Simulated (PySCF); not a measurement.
Ge(F)(OH)(NH2)2 (FGeH5N2O), SMILES [NH2][Ge]([NH2])([OH])[F].

The structure is a stationary point at B3LYP-D3(BJ)/def2-SVP. The structure was generated by enumeration, and PubChem lists no compound with its InChIKey, so it may never have been made. The values are those of a single conformer.

Two levels are set side by side: PBE/def2-TZVP (PySCF) and PBE0/def2-TZVP (PySCF). Same geometry, gas phase. Differences are taken from unrounded values.

| quantity | PBE0 | PBE | PBE minus PBE0 |
|---|---|---|---|
| orbital gap (eV) | 8.06 | 5.56 | -2.49 |
| highest occupied level (eV) | -8.00 | -6.44 | 1.56 |
| lowest empty level (eV) | 0.06 | -0.88 | -0.93 |
| dipole moment (D) | 2.02 | 1.95 | -0.07 |
| mean polarisability (bohr³) | 44.5 | 47.1 | 2.6 |

PBE's occupied levels lie high since its potential decays too fast outside the molecule; exact exchange lowers them and widens the gap. PBE's more diffuse valence density responds more strongly to a field. Differences between two approximate levels are no errors against the true value.

Rough cost on one machine, each run with all the roots and properties that it gave: PBE0 against PBE within a factor of 2.
